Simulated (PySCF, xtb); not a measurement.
Cl2FGeH3Si, SMILES Cl[Si]([GeH3])(F)Cl.

Harmonic wavenumbers (cm⁻¹) from GFN2-xTB (xtb 6.7.1) at its own minimum, in rising order: 32, 77, 98, 143, 178, 188, 340, 434, 439, 530, 549, 779, 806, 866, 869, 2017, 2094, 2100.

Question: What does PBE-D3(BJ)/def2-SVP run with PySCF give at its own minimum? (Estimate from the structure and the level; the computed values follow.)

Answer: 87, 96, 104, 173, 192, 232, 349, 455, 459, 556, 600, 758, 842, 845, 882, 2089, 2108, 2109. Paired by order, the mean absolute difference is 27 cm⁻¹ and the zero-point energies are 17.9 and 18.5 kcal/mol.
